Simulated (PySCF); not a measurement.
Correlation energy of Eu (europium, neutral)

Starting occupation: [Xe] 4f7 6s1 6p1, 4f7/2 with m_j = -5/2, -3/2, -1/2, +1/2, +3/2, +5/2, +7/2, 6s1/2 with m_j = +1/2, 6p3/2 with m_j = +3/2. All numbers are calculated (PySCF 2.14, X2C-1e with screened-nucleus spin-orbit coupling, Gaussian nucleus, in x2c-TZVPall-2c with one added diffuse shell each of s, p, d, f type (12s12p11d5f1g, 147 functions)). Frozen: [Ar] 3d10; 35 electrons correlated; the 18 highest virtual spinors left out.

MP2 pair energies summed by pair of shells (mhartree):

```tsv
pair	energy	share (%)
4d-4d	-161.71	15.6
4d-4f	-138.34	13.3
5p-5p	-120.29	11.6
4f-5p	-100.86	9.7
4d-5p	-92.80	8.9
4f-4f	-92.48	8.9
4d-4p	-78.26	7.5
4f-4p	-42.86	4.1
5p-5s	-33.86	3.3
4d-5s	-25.01	2.4
4p-4p	-22.64	2.2
4f-5s	-22.06	2.1
4d-4s	-21.35	2.1
5p-6s	-14.74	1.4
4p-5p	-13.37	1.3
4p-4s	-10.91	1.1
4f-4s	-10.44	1.0
4p-5s	-6.99	0.7
5s-5s	-6.00	0.6
5p-6p	-5.53	0.5
4f-6s	-4.04	0.4
6p-6s	-2.49	0.2
4s-5p	-2.22	0.2
4s-4s	-1.93	0.2
4d-6s	-1.87	0.2
4f-6p	-1.64	0.2
4s-5s	-1.03	0.1
5s-6s	-0.89	0.1
4d-6p	-0.84	0.1
5s-6p	-0.39	0.0
```

Total MP2 correlation energy: -1038.3 mhartree.

The GHF reference relaxed away from the jj start to a determinant that is no pure jj level (⟨S²⟩ = 24.67, ⟨J²⟩ = 35.79); the energies belong to that determinant.

This basis was not built for core-valence correlation, so the inner-shell part is incomplete.
